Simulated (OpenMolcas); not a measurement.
## I VI: from CASSCF to CASPT2

| Property | Result |
| --- | --- |
| Program | OpenMolcas 26.06 |
| Basis | ANO-RCC-VTZP [7s6p4d2f1g] |
| Scalar Hamiltonian | DKH2, point nucleus |
| Active space | 2 electrons in 4 orbitals (5s 5p) |
| State averaging | 2S+1 = 3 even, 3 roots; 2S+1 = 1 even, 7 roots; 2S+1 = 3 odd, 3 roots; 2S+1 = 1 odd, 3 roots |
| Spin-orbit coupling | RASSI with atomic mean-field integrals over the reference wave functions, term energies averaged over their components |

Methods on the same reference wave functions:
A. CASSCF
B. SS-CASPT2, IPEA 0.25 Eh, imaginary shift 0.1 Eh (closed shells correlated: 4d)
C. MS-CASPT2, IPEA 0.25 Eh, imaginary shift 0.1 Eh (closed shells correlated: 4d)
D. XMS-CASPT2, IPEA 0.25 Eh, imaginary shift 0.1 Eh (closed shells correlated: 4d)

Energies in cm-1 above 5s2 1S0, the measured ground level; measured values from the list in Rauch et al., Astron. Astrophys. 606, A105 (2017).

```json
{"Level": "5s2 1S0", "A": "0.0", "B": "0.0", "C": "0.0", "D": "0.0", "Measured": "0.0"}
{"Level": "5s 5p 3P* 0", "A": "81765", "B": "86400", "C": "86970", "D": "87980", "Measured": "85666"}
{"Level": "5s 5p 3P* 1", "A": "85462", "B": "89810", "C": "90390", "D": "91380", "Measured": "89262"}
{"Level": "5s 5p 3P* 2", "A": "94774", "B": "99400", "C": "99980", "D": "100990", "Measured": "99685"}
{"Level": "5s 5p 1P* 1", "A": "137067", "B": "126280", "C": "126850", "D": "127270", "Measured": "127424"}
{"Level": "5p2 3P0", "A": "200773", "B": "202000", "C": "202570", "D": "203450", "Measured": "200085"}
{"Level": "5p2 3P1", "A": "207717", "B": "209670", "C": "210240", "D": "211180", "Measured": "208474"}
{"Level": "5p2 1S0", "A": "252914", "B": "244650", "C": "245810", "D": "246060", "Measured": "245658"}
```

Deviations, from unrounded energies. A percentage is the sum of absolute deviations over the sum of measured energies, with the sign that they share, or ± where signs differ.

| Against measurement | Levels | A | B | C | D |
| --- | --- | --- | --- | --- | --- |
| mean absolute deviation (cm-1) | 7 | 4400 | 970 | 1100 | 1800 |
| other configurations (%) | 7 | ±2.9 | ±0.6 | ±0.7 | ±1.2 |

B lies closest to measurement on these levels and A furthest from it. The largest miss of B in the table is 5p2 3P0, by +1900 cm-1. The ranking rests on the paired levels alone, and a cruder setting can come out closer through cancelling errors.

Among B to D the level of the table that moves most is 5s 5p 3P* 0, by 1600 cm-1 (lowest in B, highest in D). Moves below CASPT2's spread within the term are not significant.

The lowest spin-free term lies below A's lowest term by 0.415 hartree in B, 0.417 hartree in C, 0.424 hartree in D.

CASPT2 breaks the degeneracy within a term, and the mean is taken; among the terms shown or strongly mixed into the levels shown the widest spread is 220 cm-1 (5s 5p 1P*, D). Over all roots computed the reference weight is 0.90 to 0.95 in B, 0.90 to 0.95 in C, 0.82 to 0.95 in D; the roots of lowest weight are the least certain, and an intruder state may touch them. The ¹D term of p² mixes with s d, which this space lacks. Computed and measured levels are paired by configuration, term and J; levels that our copy of the source lacks, or whose pairing is in doubt (as where it misses far off the trend of its configuration), stay unpaired and out of the deviations. Levels of configurations outside the active space are missing. Levels that lie high or do not pair safely by name in every column are left out.

* marks odd parity.
